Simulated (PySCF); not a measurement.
# Radial density of Bi²⁺ (bismuth, charge +2)

M06-2X, [Xe] 4f14 5d10 6s1 6p1 6d1, one real determinant (an excited configuration). All numbers are calculated (PySCF 2.14, scalar relativity through the core potential, in aug-cc-pwCVTZ-PP with ECP60MDF (8s7p6d4f1g, 96 functions)). This is the valence pseudo-density: the core potential removes the inner electrons and smooths the orbitals near the nucleus.

| r (bohr) | 4πr²ρ (e/bohr) | 4πr²(ρα − ρβ) |
| --- | --- | --- |
| 0.00953 | 1.561e-05 | 0.0000 |
| 0.0160 | 3.826e-05 | 0.0000 |
| 0.0270 | 7.526e-05 | 0.0000 |
| 0.0453 | 0.0001055 | 0.0000 |
| 0.0763 | 0.0001906 | 0.0000 |
| 0.128 | 0.001091 | 0.0000 |
| 0.216 | 0.01594 | 0.0006 |
| 0.363 | 0.5166 | 0.0218 |
| 0.611 | 10.86 | 0.2891 |
| 1.03 | 20.14 | -0.0153 |
| 1.73 | 5.136 | 1.1462 |
| 2.91 | 1.004 | 0.8835 |
| 4.89 | 0.2011 | 0.2010 |
| 8.22 | 0.008411 | 0.0084 |

⟨L²⟩ = 8.01 against 12 for a pure F term, so this real determinant mixes terms. Energies and moments cover only the electrons outside the core potential. Spin-orbit coupling, absent here, splits the open shell strongly. The outer electron is Rydberg-like, and this basis confines it to a smaller radius and binds it less than a complete one would.

(1) Where is the radial spin density 4πr²(ρα − ρβ) most negative, and why is it negative at all?

Answers

(1) Around r = 1.03 bohr, down to -0.0153 e/bohr: exchange with the open shell polarises the paired shells in an unrestricted calculation.
